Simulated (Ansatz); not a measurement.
Stepwise reaction of `[OH][GaH2]` with hydrogen sulfide, as a gas-phase model of exchange steps in deposition or etching. ΔE in kJ/mol; ΔG adds harmonic PBE0-D4 terms to CCSD(T)/CBS, at 1 bar.

Program: Ansatz. Geometries: PBE0-D4/def2-TZVP. ΔE: electronic, gas phase. CBS: MP2 limit from def2 TZ/QZ plus the TZ coupled-cluster correction, frozen cores. This one scheme is used for every species. DFT in def2-TZVPP. B3LYP here is the variant with VWN-RPA as its local correlation; programs differ in this. For Ga outer-core shells are correlated without core-valence functions, which leaves a few kJ/mol of doubt a bond. Scalar relativity is left out up to krypton. One conformer a species, not always the lowest.

| step | reaction | PBE-D4 | B3LYP-D4 | ωB97M-V | CCSD(T)/CBS | ΔG(400 K) |
| --- | --- | --- | --- | --- | --- | --- |
| 1 | `[OH][GaH2]` + H₂S → `[OH][GaH][SH]` + H₂ | -78.7 | -75.0 | -73.1 | -78.9 | -70.0 |

(1) Give the row of step 2, `[OH][GaH][SH]` + H₂S → `[OH][Ga]([SH])[SH]` + H₂. (Best estimate.)

(2) By hand: ΔE of the 2 steps together at CCSD(T)/CBS.

Results:

(1) Ansatz gave: 
| step | reaction | PBE-D4 | B3LYP-D4 | ωB97M-V | CCSD(T)/CBS | ΔG(400 K) |
| --- | --- | --- | --- | --- | --- | --- |
| 2 | `[OH][GaH][SH]` + H₂S → `[OH][Ga]([SH])[SH]` + H₂ | -67.3 | -64.7 | -61.6 | -67.4 | -60.4 |

(2) (-78.9) + (-67.4) = -146.3 kJ/mol, or -73.2 kJ/mol a step.

In ΔE each step is higher than the one before. All are downhill at CCSD(T)/CBS. ΔG lies between -70.0 and -60.4 kJ/mol a step. PBE-D4 differs from CCSD(T)/CBS by 0.1 to 0.2 kJ/mol a step. Isolated molecules leave out the surface, adducts and barriers. Largest T1 diagnostic: 0.015.
